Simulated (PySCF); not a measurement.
Species: C₂H₇AlFN.
Bonds: C1–N2, N2–C3, N2–Al4, Al4–F5. Hydrogens: H6, H7, H8 on C1; H9, H10, H11 on C3; H12 on Al4.

Computed with PBE0-D3(BJ)/def2-SVP geometry optimisation, gas phase in PySCF 2.14.0.

(1) List the bond lengths, angles and torsions at this level.

Results:

(1) 
```json
{"bond": "C1–N2, N2–C3", "length (bohr)": "2.725"}
{"bond": "N2–Al4", "length (bohr)": "3.349"}
{"bond": "Al4–F5", "length (bohr)": "3.151"}
{"bond": "C1–H6 and 5 like bonds", "length (bohr)": "2.090"}
{"bond": "Al4–H12", "length (bohr)": "2.973"}
```

Bonds in one row agree within 0.02 bohr and their mean is given. A selection of angles:
```json
{"angle": "N2–C1–H6", "degrees": "111.9"}
{"angle": "H6–C1–H7", "degrees": "107.4"}
{"angle": "C1–N2–C3", "degrees": "113.6"}
{"angle": "C1–N2–Al4", "degrees": "122.7"}
{"angle": "N2–Al4–F5", "degrees": "117.0"}
{"angle": "N2–Al4–H12", "degrees": "122.2"}
{"angle": "F5–Al4–H12", "degrees": "120.8"}
```

Dihedral angles: C1–N2–Al4–F5 180° (antiperiplanar).

The 5 heavy atoms lie in one plane (0.003 Å rms). Al4 (aluminium bonded to F, N and H) is planar (angles 122.2°, 120.8° and 117.0°, sum 360.0°, 0.00 Å off the plane of its three neighbours). Of the pairs four or more bonds apart, F5···H11 is among the closest relative to their van der Waals radii: 2.76 Å, 103 % of the sum of Bondi's values. N2 (nitrogen bonded to Al and 2 C) is planar (angles 123.7°, 122.7° and 113.6°, sum 360.0°, 0.00 Å off the plane of its three neighbours).

Point group: Cs (tolerance 0.08 Å). No PBE0-D3(BJ)/def2-SVP frequencies stand behind this structure, so it isn't proved a minimum.
